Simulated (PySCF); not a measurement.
Species: C5H9N3.
SMILES with atom numbers: `[CH3:1][CH:2]([CH3:3])[c:4]1[cH:5][n:6][n:7][nH:8]1`

Geometry (GFN2-xTB, Å), atoms numbered from 1 in this order:
```
atom  x, y, z in Å
C1    -1.289    1.232   -0.355
C2    -0.655   -0.161   -0.395
C3    -1.312   -1.086    0.633
C4     0.809   -0.064   -0.134
C5     1.546    0.385    0.943
N6     2.853    0.249    0.653
N7     2.980   -0.247   -0.514
N8     1.763   -0.448   -1.018
H9    -1.169    1.671    0.632
H10   -0.818    1.890   -1.083
H11   -2.351    1.168   -0.581
H12   -0.799   -0.587   -1.395
H13   -1.195   -0.679    1.635
H14   -2.374   -1.187    0.421
H15   -0.857   -2.073    0.608
H16    1.221    0.785    1.880
H17    1.639   -0.838   -1.939
```

Definitions: NICS(0) = −σiso at the ring centroid; NICS(1) = −σiso and NICS(1)zz = −σzz at ±1 Å along the ring normal z. Level: GIAO PBE0/pcSseg-1 (PySCF, non-relativistic, gas phase) on the GFN2-xTB geometry, one conformer.

Ring bond lengths (Å), with Mayer bond orders in brackets: C4–C5 1.380 (1.45), C5–N6 1.346 (1.35), N6–N7 1.275 (1.50), N7–N8 1.332 (1.18), N8–C4 1.356 (1.07).

What do the NICS probes read (ppm)?

| ring | type | NICS(0) | NICS(1), two faces | NICS(1)zz, two faces | rms pucker (Å) | centre to ring atoms, mean (Å) |
| --- | --- | --- | --- | --- | --- | --- |
| C4–C5–N6–N7–N8 | 5-membered ring with 3 N; formal bonds all aromatic | -13.1 | -13.1 / -13.1 | -33.3 / -33.3 | 0.00 | 1.14 |

What can be read from them?

- C4–C5–N6–N7–N8: mean NICS(1)zz -33.3 ppm, shielded. For a flat ring without four-coordinate atoms the NICS criterion counts such a value as aromatic.

What does the geometric index give? HOMA takes Krygowski's 1993 parameters.

- C4–C5–N6–N7–N8: HOMA 0.94; the largest term is that of N6–N7, α(R − Ropt)² = 0.15. The geometric and the magnetic index point the same way.

List the ring angles and the Hirshfeld charges of the ring atoms.

- C4–C5–N6–N7–N8: C4 103.0° (+0.038 e), C5 108.5° (-0.051 e), N6 109.4° (-0.145 e), N7 108.3° (-0.097 e), N8 110.7° (-0.018 e); sum 540.0° against 540° for a flat convex ring.

What are the shieldings of the ring atoms and their hydrogens in the same run (means over atoms taken as equivalent)?

```json
{"atoms": "C4", "environment": "substituted aromatic carbon", "σ isotropic (ppm)": "36.0", "principal values of the symmetric part, first atom (ppm)": "-34.4, 6.4, 136.0"}
{"atoms": "C5", "environment": "aromatic CH next to a ring nitrogen", "σ isotropic (ppm)": "55.5", "principal values of the symmetric part, first atom (ppm)": "-24.8, 57.8, 133.5"}
{"atoms": "N6", "environment": "pyridine-type nitrogen", "σ isotropic (ppm)": "-124.0", "principal values of the symmetric part, first atom (ppm)": "-378.5, -186.4, 192.9"}
{"atoms": "N7", "environment": "pyridine-type nitrogen", "σ isotropic (ppm)": "-123.9", "principal values of the symmetric part, first atom (ppm)": "-388.0, -113.3, 129.4"}
{"atoms": "N8", "environment": "pyrrole-type nitrogen", "σ isotropic (ppm)": "14.6", "principal values of the symmetric part, first atom (ppm)": "-138.8, 85.5, 97.3"}
{"atoms": "H16", "environment": "aromatic hydrogen", "σ isotropic (ppm)": "24.08", "principal values of the symmetric part, first atom (ppm)": "21.5, 21.9, 28.8"}
{"atoms": "H17", "environment": "N–H hydrogen", "σ isotropic (ppm)": "21.03", "principal values of the symmetric part, first atom (ppm)": "17.8, 20.7, 24.5"}
```
